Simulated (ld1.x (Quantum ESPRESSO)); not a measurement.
What one change does to a pseudopotential (iodine, TM)

```
Element                 : iodine
Generator               : ld1.x (Quantum ESPRESSO) 7.5
Type                    : norm-conserving Troullier–Martins (Kleinman–Bylander form)
Functional              : PBEsol
Relativity              : fully relativistic
Frozen core             : [Kr] 4d10
Valence charge          : 7
Reference configuration : 5s2 5p5
Partial waves           : 5s (bound): rc 1.75 bohr; 5p (bound): rc 2.05 bohr
Local potential         : all-electron potential smoothed inside 1.65 bohr (lloc = -1)
Core correction         : Bessel-smoothed model core inside 0.90 bohr
```

Open shells are filled in proportion to 2j + 1 (rel_dist='average').

Change: local potential the p channel.

Cutoffs: the cutoffs (Ry, on a coarse ladder) from which the occupation-weighted sum of valence levels, in a spherical-Bessel basis at the reference potential, stays within 10 and 1 mRy of its value at 400 Ry; they do not see the model core or the augmentation charge, which bear on the density cutoff. Errors are all-electron minus pseudo energies relative to the spin-unpolarised reference configuration.

Task: What does the change do?

Result: The potential gets neither clearly harder nor softer (35 Ry and 45 Ry → 35 Ry and 50 Ry); the bound ghost in d, s disappears; the miss of the reference levels goes from 0.00 to 0.69 eV; the number of tests that count goes from 6 to 7; of the 6 tests that both files solve, the error grows in 6 and shrinks in 0 by more than 15 % and 0.3 meV (median size 1.5 → 14.7 meV); the range in which the s phases agree narrows (upper end 5.0 → 1.8). In the separable form a ghost depends on how the local part lies against the semilocal potential of the channel, so the choice of the local part can create or remove one. In the changed file the local p channel has no projectors, so it cannot carry the spin–orbit splitting, and the file is wrong for that shell.

```tsv
quantity	base	changed
cutoff, loose	35 Ry	35 Ry
cutoff, tight	45 Ry	50 Ry
loose cutoff by channel (10 mRy a level)	s 30 Ry, p 15 Ry	s 25 Ry, p 15 Ry
bound ghosts	s, d	none
largest miss of a reference level, eV	0.00	0.69
tests counted (converged, no solver errors)	6 of 7	7 of 7
error for 5s2 5p4, meV [ΔE 11.18 eV]	+1.9	+19
error for 5s2 5p3, meV [ΔE 31.09 eV]	+2.3	+37
error for 5s2 5p2, meV [ΔE 60.51 eV]	-22	+41
error for 5s2 5p5.3, meV [ΔE -1.79 eV]	+0.1	-6.2
error for 5s2 5p4.5, meV [ΔE 4.55 eV]	+0.6	+9.9
error for 5s1 5p5, meV [ΔE 22.14 eV]	-1.0	-9.7
s: phases at 2.25 bohr within 0.05 rad from the reference energy up to (Ry; the scan ends near 5)	5.0	1.8
p1/2: phases at 2.25 bohr within 0.05 rad from the reference energy up to (Ry; the scan ends near 5)	1.9	n/a
p3/2: phases at 2.25 bohr within 0.05 rad from the reference energy up to (Ry; the scan ends near 5)	1.6	n/a
```

Base: Tests not counted: 5s2 5p1 (solver errors, printed error -51.2 eV). A true bound ghost makes a file unfit for plane-wave use even where its test errors are small: the radial tests pick states by their node count and pass the ghost by. Where a test does run into it, the solver fails or the error is huge.
